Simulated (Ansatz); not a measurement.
Some isomers of C2H9OSi2, charge -1, singlet:

A. [CH2-][SiH](C)O[SiH3]
B. C[SiH-]O[SiH2]C
C. C[SiH](C)O[SiH2-]
D. [CH2-][SiH2]O[SiH2]C

Quantity: relative energy (enthalpy at 298 K, with B3LYP-D3(BJ) rigid-rotor harmonic-oscillator terms), kcal/mol. Structures are relaxed separately at B3LYP-D3(BJ)/def2-TZVP in Ansatz (a quantum-chemistry and plane-wave program), one conformer each, not searched for the lowest. Frequencies are from Ansatz. Cores are frozen in the correlated levels unless marked. Spin-orbit coupling is left out. No relativistic terms. Basis-set limits of correlation are two-point, X^-3; Hartree-Fock from the larger set. [CCSD(T)-MP2]/basis is that difference in the basis named. Anions need diffuse functions, which plain sets lack and def2-D sets hold few of. Values are relative to the lowest entry of each level; other isomers of the formula, not listed, may lie lower.

|  | PBE-D4/def2-TZVPD (Ansatz + dftd4) | SCS-MP2/aug-cc-pV(T+d)Z (Ansatz) | CCSD(T)/aug-cc-pV(D+d)Z (Ansatz) | RI-MP2/CBS(aug-cc-pV(T+d)Z,aug-cc-pV(Q+d)Z)+[CCSD(T)-MP2]/aug-cc-pV(T+d)Z (Ansatz) |
|---|---|---|---|---|
| A | 7.8 | 5.2 | 8.7 | ___ |
| B | 4.4 | 3.7 | 4.8 | ___ |
| C | 0.0 | 0.0 | 0.0 | ___ |
| D | 6.8 | 4.0 | 8.0 | ___ |

Task: Some entries are withheld; supply them.

Result: 
- A, RI-MP2/CBS(aug-cc-pV(T+d)Z,aug-cc-pV(Q+d)Z)+[CCSD(T)-MP2]/aug-cc-pV(T+d)Z (Ansatz): 6.1
- B, RI-MP2/CBS(aug-cc-pV(T+d)Z,aug-cc-pV(Q+d)Z)+[CCSD(T)-MP2]/aug-cc-pV(T+d)Z (Ansatz): 4.4
- C, RI-MP2/CBS(aug-cc-pV(T+d)Z,aug-cc-pV(Q+d)Z)+[CCSD(T)-MP2]/aug-cc-pV(T+d)Z (Ansatz): 0.0
- D, RI-MP2/CBS(aug-cc-pV(T+d)Z,aug-cc-pV(Q+d)Z)+[CCSD(T)-MP2]/aug-cc-pV(T+d)Z (Ansatz): 4.9
